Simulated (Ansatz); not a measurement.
**Nudged elastic band run: CH₅GeNO**

The input (input.yaml):

```yaml
crystal:
  periodic: [false, false, false]
  atoms:
    - { symbol: "N", position_ang: [0.669713, 1.198963, -1.12858] }
    - { symbol: C, position_ang: [0.560363, 0.420684, -0.128661] }
    - { symbol: O, position_ang: [1.54504, 0.365906, 0.791874] }
    - { symbol: Ge, position_ang: [-0.911608, -0.812227, 0.342545] }
    - { symbol: H, position_ang: [-0.145428, 1.138111, -1.742032] }
    - { symbol: H, position_ang: [2.228457, 0.996572, 0.492486] }
    - { symbol: H, position_ang: [-1.977312, -0.687713, -0.754063] }
    - { symbol: H, position_ang: [-0.382737, -2.249087, 0.406914] }
    - { symbol: H, position_ang: [-1.497889, -0.417409, 1.702416] }
basis:
  gaussian: { orbitals: def2-SVP }
hamiltonian:
  xc: r2scan
neb:
  order_check: false
  images: 5
  f_tol: 0.05
  max_iterations: 60
  final_atoms:
    - { symbol: "N", position_ang: [-0.02873603, -0.26483779, -0.91038664] }
    - { symbol: C, position_ang: [1.10192755, 0.07125758, -0.38274714] }
    - { symbol: O, position_ang: [1.24186066, 0.32264511, 0.88220551] }
    - { symbol: Ge, position_ang: [-1.81123408, -0.49459923, 0.14170749] }
    - { symbol: H, position_ang: [0.00577081, -0.44840859, -1.91113779] }
    - { symbol: H, position_ang: [0.3379186, 0.11186497, 1.31309445] }
    - { symbol: H, position_ang: [-1.87528488, 1.09116752, 0.32478811] }
    - { symbol: H, position_ang: [2.02563611, 0.17078857, -0.97227753] }
    - { symbol: H, position_ang: [-0.90925973, -0.60607814, 1.49765255] }
  initial_path:
    images:
      - { positions_ang: [[0.669713, 1.198963, -1.12858], [0.560363, 0.420684, -0.128661], [1.54504, 0.365906, 0.791874], [-0.911608, -0.812227, 0.342545], [-0.145428, 1.138111, -1.742032], [2.228457, 0.996572, 0.492486], [-1.977312, -0.687713, -0.754063], [-0.382737, -2.249087, 0.406914], [-1.497889, -0.417409, 1.702416]] }
      - { positions_ang: [[0.68061231, 0.99758727, -1.15111424], [0.53072089, 0.35145742, -0.08678615], [1.48423227, 0.4208013, 0.85408705], [-0.93011998, -0.83296055, 0.36990768], [-0.10196944, 0.89257139, -1.82553006], [2.2221593, 1.035577, 0.5916896], [-2.06700317, -0.59229484, -0.6286179], [-0.28465943, -1.78966212, 0.06244359], [-1.44537376, -0.52927688, 1.79681943]] }
      - { positions_ang: [[0.69151162, 0.79621153, -1.17364849], [0.50107877, 0.28223085, -0.0449113], [1.42342454, 0.4756966, 0.91630011], [-0.94863195, -0.85369409, 0.39727037], [-0.05851088, 0.64703178, -1.90902813], [2.2158616, 1.074582, 0.6908932], [-2.15669433, -0.49687668, -0.5031728], [-0.18658186, -1.33023724, -0.28202683], [-1.39285852, -0.64114475, 1.89122287]] }
      - { positions_ang: [[0.70241093, 0.5948358, -1.19618273], [0.47143666, 0.21300427, -0.00303645], [1.36261682, 0.53059191, 0.97851316], [-0.96714393, -0.87442764, 0.42463305], [-0.01505231, 0.40149217, -1.99252619], [2.2095639, 1.113587, 0.7900968], [-2.2463855, -0.40145852, -0.37772769], [-0.08850429, -0.87081237, -0.62649724], [-1.34034328, -0.75301263, 1.9856263]] }
      - { positions_ang: [[0.45869528, 0.30827794, -1.10091737], [0.68160029, 0.16575537, -0.12960668], [1.32236476, 0.46127631, 0.94641061], [-1.24850731, -0.74781817, 0.33032453], [-0.00811127, 0.11819192, -1.96539672], [1.58568213, 0.77967966, 0.96442935], [-2.12268529, 0.09608349, -0.14355576], [0.61620918, -0.52361205, -0.74175734], [-1.19664876, -0.70403447, 1.82296838]] }
      - { positions_ang: [[0.21497962, 0.02172007, -1.00565201], [0.89176392, 0.11850648, -0.25617691], [1.28211271, 0.39196071, 0.91430806], [-1.5298707, -0.6212087, 0.23601601], [-0.00117023, -0.16510834, -1.93826726], [0.96180036, 0.44577232, 1.1387619], [-1.99898508, 0.5936255, 0.09061617], [1.32092264, -0.17641174, -0.85701744], [-1.05295425, -0.6550563, 1.66031047]] }
      - { positions_ang: [[-0.02873603, -0.26483779, -0.91038664], [1.10192755, 0.07125758, -0.38274714], [1.24186066, 0.32264511, 0.88220551], [-1.81123408, -0.49459923, 0.14170749], [0.00577081, -0.44840859, -1.91113779], [0.3379186, 0.11186497, 1.31309445], [-1.87528488, 1.09116752, 0.32478811], [2.02563611, 0.17078857, -0.97227753], [-0.90925973, -0.60607814, 1.49765255]] }
```

Command:

```bash
$ ansatz run input.yaml --threads 2 --pin off --max-ram 3072MiB --backend cpu --events-out ev --progress --plain --runs-dir out
```

Output, in part (warnings, iteration lines, the closing report on the highest movable image, with atoms numbered from 0):

```
NEB end point (image 0): max|allowed force component| = 1.549e-2 eV/Å (the criterion of neb.relax_end_points is 1.000e-2)
NEB end point (image 6): max|allowed force component| = 1.904e-2 eV/Å (the criterion of neb.relax_end_points is 1.000e-2)
NEB iter   1: max|band force component| = 3.087e2 eV/Å  barrier→ = 64.1280 eV  barrier← = 64.1163 eV  Δτ_max = 0.2000 Å  (204 SCF iters)
NEB iter   2: max|band force component| = 5.182e1 eV/Å  barrier→ = 20.5730 eV  barrier← = 20.5613 eV  Δτ_max = 0.1968 Å  (177 SCF iters)
NEB iter   3: max|band force component| = 3.194e1 eV/Å  barrier→ = 12.2957 eV  barrier← = 12.2840 eV  Δτ_max = 0.1986 Å  (181 SCF iters)
NEB iter   4: max|band force component| = 1.799e1 eV/Å  barrier→ = 7.1287 eV  barrier← = 7.1170 eV  Δτ_max = 0.1998 Å  (165 SCF iters)
NEB iter   5: max|band force component| = 8.972e0 eV/Å  barrier→ = 5.3539 eV  barrier← = 5.3422 eV  Δτ_max = 0.2000 Å  (177 SCF iters)
NEB iter   6: max|band force component| = 6.061e0 eV/Å  barrier→ = 6.0126 eV  barrier← = 6.0009 eV  Δτ_max = 0.1016 Å  (181 SCF iters)
NEB iter   7: max|band force component| = 4.892e0 eV/Å  barrier→ = 4.9114 eV  barrier← = 4.8997 eV  Δτ_max = 0.0505 Å  (164 SCF iters)
NEB iter   8: max|band force component| = 2.644e0 eV/Å  barrier→ = 4.3410 eV  barrier← = 4.3292 eV  Δτ_max = 0.0506 Å  (157 SCF iters)
NEB iter   9: max|band force component| = 2.846e0 eV/Å  barrier→ = 3.9071 eV  barrier← = 3.8954 eV  Δτ_max = 0.0493 Å  (157 SCF iters)
NEB iter  10: max|band force component| = 2.610e0 eV/Å  barrier→ = 3.7635 eV  barrier← = 3.7518 eV  Δτ_max = 0.0992 Å  (156 SCF iters)
NEB iter  11: max|band force component| = 2.219e0 eV/Å  barrier→ = 3.1154 eV  barrier← = 3.1036 eV  Δτ_max = 0.1990 Å  (165 SCF iters)
NEB iter  12: max|band force component| = 1.815e0 eV/Å  barrier→ = 2.3667 eV  barrier← = 2.3550 eV  Δτ_max = 0.1004 Å  (157 SCF iters)
NEB iter  13: max|band force component| = 1.672e0 eV/Å  barrier→ = 2.6420 eV  barrier← = 2.6303 eV  Δτ_max = 0.1022 Å  (151 SCF iters)
NEB iter  14: max|band force component| = 1.280e0 eV/Å  barrier→ = 2.7377 eV  barrier← = 2.7260 eV  Δτ_max = 0.1935 Å  (158 SCF iters)
NEB iter  15: max|band force component| = 1.023e0 eV/Å  barrier→ = 2.3488 eV  barrier← = 2.3370 eV  Δτ_max = 0.2000 Å  (161 SCF iters)
NEB iter  16: max|band force component| = 2.688e0 eV/Å  barrier→ = 2.0497 eV  barrier← = 2.0380 eV  Δτ_max = 0.0896 Å  (157 SCF iters)
NEB iter  17: max|band force component| = 7.512e-1 eV/Å  barrier→ = 1.8395 eV  barrier← = 1.8278 eV  Δτ_max = 0.1820 Å  (157 SCF iters)
NEB iter  18: max|band force component| = 6.717e-1 eV/Å  barrier→ = 1.6579 eV  barrier← = 1.6462 eV  Δτ_max = 0.1832 Å  (152 SCF iters)
NEB iter  19: max|band force component| = 9.984e-1 eV/Å  barrier→ = 1.5921 eV  barrier← = 1.5804 eV  Δτ_max = 0.0918 Å  (156 SCF iters)
NEB iter  20: max|band force component| = 3.340e-1 eV/Å  barrier→ = 1.5929 eV  barrier← = 1.5812 eV  CI = image 2  Δτ_max = 0.1444 Å  (149 SCF iters)
NEB iter  21: max|band force component| = 9.772e-1 eV/Å  barrier→ = 1.7439 eV  barrier← = 1.7322 eV  CI = image 2  Δτ_max = 0.0739 Å  (152 SCF iters)
NEB iter  22: max|band force component| = 9.530e-1 eV/Å  barrier→ = 1.7607 eV  barrier← = 1.7490 eV  CI = image 2  Δτ_max = 0.1123 Å  (152 SCF iters)
NEB iter  23: max|band force component| = 1.273e0 eV/Å  barrier→ = 1.9402 eV  barrier← = 1.9284 eV  CI = image 2  Δτ_max = 0.1149 Å  (152 SCF iters)
NEB iter  24: max|band force component| = 1.838e0 eV/Å  barrier→ = 2.1591 eV  barrier← = 2.1474 eV  CI = image 2  Δτ_max = 0.1136 Å  (152 SCF iters)
NEB iter  25: max|band force component| = 2.143e0 eV/Å  barrier→ = 2.3511 eV  barrier← = 2.3394 eV  CI = image 2  Δτ_max = 0.1442 Å  (152 SCF iters)
NEB iter  26: max|band force component| = 1.751e0 eV/Å  barrier→ = 2.4676 eV  barrier← = 2.4559 eV  CI = image 2  Δτ_max = 0.2000 Å  (151 SCF iters)
NEB iter  27: max|band force component| = 1.124e0 eV/Å  barrier→ = 2.3949 eV  barrier← = 2.3832 eV  CI = image 2  Δτ_max = 0.1900 Å  (151 SCF iters)
NEB iter  28: max|band force component| = 4.617e-1 eV/Å  barrier→ = 2.3392 eV  barrier← = 2.3275 eV  CI = image 2  Δτ_max = 0.1987 Å  (158 SCF iters)
NEB iter  29: max|band force component| = 4.707e-1 eV/Å  barrier→ = 2.2862 eV  barrier← = 2.2745 eV  CI = image 2  Δτ_max = 0.0283 Å  (153 SCF iters)
NEB iter  30: max|band force component| = 4.610e-1 eV/Å  barrier→ = 2.2683 eV  barrier← = 2.2566 eV  CI = image 2  Δτ_max = 0.0789 Å  (158 SCF iters)
NEB iter  31: max|band force component| = 3.893e-1 eV/Å  barrier→ = 2.2484 eV  barrier← = 2.2367 eV  CI = image 2  Δτ_max = 0.0117 Å  (154 SCF iters)
NEB iter  32: max|band force component| = 2.347e-1 eV/Å  barrier→ = 2.2444 eV  barrier← = 2.2327 eV  CI = image 2  Δτ_max = 0.0123 Å  (145 SCF iters)
NEB iter  33: max|band force component| = 9.299e-2 eV/Å  barrier→ = 2.2427 eV  barrier← = 2.2310 eV  CI = image 2  Δτ_max = 0.0097 Å  (138 SCF iters)
NEB iter  34: max|band force component| = 4.237e-2 eV/Å  barrier→ = 2.2422 eV  barrier← = 2.2305 eV  CI = image 2  Δτ_max = 0.0000 Å  (303 SCF iters)
Total energy: -61157.63141166 eV, -2247.5015002469 hartree
Atom 0 at     0.676376     0.878641    -1.192342 Å, force    -0.026587    -0.037716     0.032523 eV/Å
Atom 1 at     0.498979     0.219982    -0.130633 Å, force     0.019468     0.028824    -0.041842 eV/Å
Atom 2 at     1.324825     0.294626     0.918573 Å, force     0.007883    -0.006193    -0.001075 eV/Å
Atom 3 at    -1.291335    -1.135901     0.468630 Å, force    -0.010183    -0.017011    -0.004760 eV/Å
Atom 4 at    -0.019148     0.681918    -1.911801 Å, force     0.009880     0.004567     0.001137 eV/Å
Atom 5 at     2.021182     0.934199     0.672975 Å, force    -0.000967     0.007653     0.007166 eV/Å
Atom 6 at    -2.109844    -0.226362    -0.473896 Å, force    -0.001619     0.006930     0.000268 eV/Å
Atom 7 at     0.138246    -1.310606    -0.171771 Å, force    -0.000143     0.009182     0.003731 eV/Å
Atom 8 at    -1.150684    -0.382696     1.803165 Å, force     0.002269     0.003764     0.002854 eV/Å
Dipole moment:     0.044526     0.053388    -0.072660 e Å
```

The forces met the threshold. Neighbouring images differ by up to 2.0 eV, so the band resolves the path poorly. A vibrational analysis at the climbing image gives one clearly imaginary mode, 948i cm⁻¹: a first-order saddle point. The orbitals stay closed-shell, which can raise the energy where a bond breaks towards radicals; this wasn't checked here.

Final band (atoms are numbered from 1 in the order of the input):

```csv
image,path coordinate (Å),energy (kJ/mol),C2–Ge4 (Å),Ge4–H8 (Å),N1–Ge4 (Å)
0,0.00,0.0,1.98,1.53,2.95
1,1.00,23.0,1.95,1.51,2.93
2,2.00,216.3,2.32,1.58,3.27
3,3.40,140.7,2.64,2.55,2.88
4,4.79,93.5,2.92,3.54,2.32
5,6.19,12.1,3.00,3.99,2.06
6,7.58,1.1,3.01,4.05,2.08
```

Run time: 8.5 min on 2 threads of Arm Neoverse V1 (shared host), peak memory 0.15 GiB.
